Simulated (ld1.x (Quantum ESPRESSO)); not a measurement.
## What the settings do to the TM potential of Bi

Base potential:

```json
{
 "Element": "bismuth (Bi)",
 "Generator": "ld1.x (Quantum ESPRESSO) 7.5",
 "Type": "norm-conserving Troullier–Martins (Kleinman–Bylander form)",
 "Functional": "PBE",
 "Relativity": "fully relativistic",
 "Frozen core": "[Kr] 4d10 4f14 5s2",
 "Valence charge": "21",
 "Reference configuration": "5p6 5d10 6s2 6p2.5 (charge +0.5)",
 "Partial waves": "6s (bound): rc 1.60 bohr; 5p (bound): rc 1.00 bohr; 5d (bound): rc 1.15 bohr",
 "Local potential": "all-electron potential smoothed inside 1.40 bohr (lloc = -2)",
 "Core correction": "a·sin(br)/r model core inside 0.95 bohr"
}
```

Open shells are filled in proportion to 2j + 1 (rel_dist='average').

Occupied shells without a wave of their own: 6p. They enter only through the test configuration that unscreens the potential, and ld1.x also counts them in the model core charge.

Cutoffs, loose and tight: the cutoffs (Ry, on a coarse ladder) from which the occupation-weighted sum of valence levels, in a spherical-Bessel basis at the reference potential, stays within 10 and 1 mRy of its value at 400 Ry. They do not see the model core or the augmentation charge, which bear on the density cutoff. Test errors are all-electron minus pseudo excitation energies from the reference, over the configurations 5p6 5d10 6s2 6p3; 5p6 5d10 6s2 6p2; 5p6 5d10 6s2 6p1; 5p6 5d9 6s2 6p4; 5p6 5d10 6s1 6p3; 5p6 5d10 6s2 6p3.3; 5p6 5d10 6s1 6p0. A dash means not determined; rows that change the core or the reference have their own tests.

With those shells counted twice in exchange and correlation these files are broken, and their errors move erratically; no question is asked of them.

A true bound ghost makes a file unfit for plane-wave use even where its test errors are small: the radial tests pick states by their node count and pass the ghost by.

```csv
change,outcome,"cutoff, loose","cutoff, tight",bound ghosts,largest test error (meV)
base,generated,180 Ry,300 Ry,s,-1519
core correction none,generated,180 Ry,300 Ry,s,-473
core correction a·sin(br)/r model core inside 0.40 bohr,generated,180 Ry,300 Ry,s,-1520
core correction a·sin(br)/r model core inside 0.50 bohr,generated,180 Ry,300 Ry,s,-1520
core correction a·sin(br)/r model core inside 0.62 bohr,generated,180 Ry,300 Ry,s,-1520
core correction a·sin(br)/r model core inside 0.76 bohr,generated,180 Ry,300 Ry,s,-1520
core correction a·sin(br)/r model core inside 0.86 bohr,generated,180 Ry,300 Ry,s,-1520
core correction a·sin(br)/r model core inside 1.00 bohr,generated,180 Ry,300 Ry,s,-1519
core correction a·sin(br)/r model core inside 1.06 bohr,generated,180 Ry,300 Ry,s,-1519
core correction a·sin(br)/r model core inside 1.16 bohr,generated,180 Ry,300 Ry,s,-1518
```
